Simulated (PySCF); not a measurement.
Sn: interval between two levels

Sn [Kr] 4d10 5s2 5p2 [3P2, M_J = 2] → Sn [Kr] 4d10 5s1 5p3 [5S2, M_J = 2], as a difference of total energies. All numbers are calculated (PySCF 2.14, the two-component X2C-1e Hamiltonian, in x2c-SVPall-2c with one added diffuse shell each of s, p type (7s9p4d, 54 functions)). Correlated levels: [Ar] 3d10 frozen; the 6 highest virtual spinors dropped. "Screened" scales the spin-orbit matrix elements by Boettger's factors to mimic the two-electron term; Breit and QED terms are absent.

```csv
method,interval between two levels (cm⁻¹),error (cm⁻¹)
GHF (spin-free),23957,-12241
GMP2 (spin-free),29811,-6387
GHF (screened spin-orbit),23030,-13168
GMP2 (screened spin-orbit),28798,-7400
```

Reference: 36198 cm⁻¹ (measured; NIST Handbook of Basic Atomic Spectroscopic Data (Sansonetti and Martin, J. Phys. Chem. Ref. Data 34, 1559 (2005))).

The spin-free rows relax to the high-spin LS determinant and lack the spin-orbit shift.

Errors of the correlated levels include the incompleteness of this basis and the frozen core.

The labels give the starting determinants; with spin-orbit coupling the two ends relaxed to ⟨J²⟩ = 6.01, ⟨L²⟩ = 2.31, ⟨S²⟩ = 1.88 and ⟨J²⟩ = 6.00, ⟨L²⟩ = 0.03, ⟨S²⟩ = 6.00.
